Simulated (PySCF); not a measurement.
Shapes and spin states of Mo(OH)3

All numbers come from PySCF, PBE0, basis Mo def2-SVP with ECP28, O def2-SVP, H def2-SVP (scalar-relativistic core potentials, no spin–orbit coupling, density fitting).

Relaxations began from a few typed shapes and spin states; open shells are unrestricted. The search is not exhaustive: other isomers or separated fragments can lie lower, and high-lying points may rest on an excited occupation.

```tsv
spin	group	bonds	angles	imaginary modes (cm⁻¹)	ΔE (kJ/mol)	ΔE with ZPE (kJ/mol)
quartet	Cs	Mo–O 1.892 Å (×3), O–H 0.966 Å (×3)	H–O–Mo 121.0°, H–O–Mo 122.0° (×2), O–Mo–O 119.7° (×2), O–Mo–O 120.6°	none	0.0	0.0
broken-symmetry Ms = 1/2 (⟨S²⟩ 1.60)	Cs	Mo–O 1.867 Å, Mo–O 1.878 Å (×2), O–H 0.964 Å, O–H 0.966 Å (×2)	H–O–Mo 123.2° (×2), H–O–Mo 131.1°, O–Mo–O 115.4°, O–Mo–O 122.2° (×2)	none	58.3	55.9
quartet	C3h	Mo–O 1.891 Å (×3), O–H 0.959 Å (×3)	H–O–Mo 136.7° (×3), O–Mo–O 120.0° (×3)	649i, 570i, 570i	66.5	–
```

The lowest minimum found is the quartet Cs: Mo–O 1.892 Å (×3), O–H 0.966 Å (×3); H–O–Mo 121.0°, H–O–Mo 122.0° (×2), O–Mo–O 119.7° (×2), O–Mo–O 120.6°.

For the lowest minimum: with open d or f shells other occupations or spin states may lie lower.
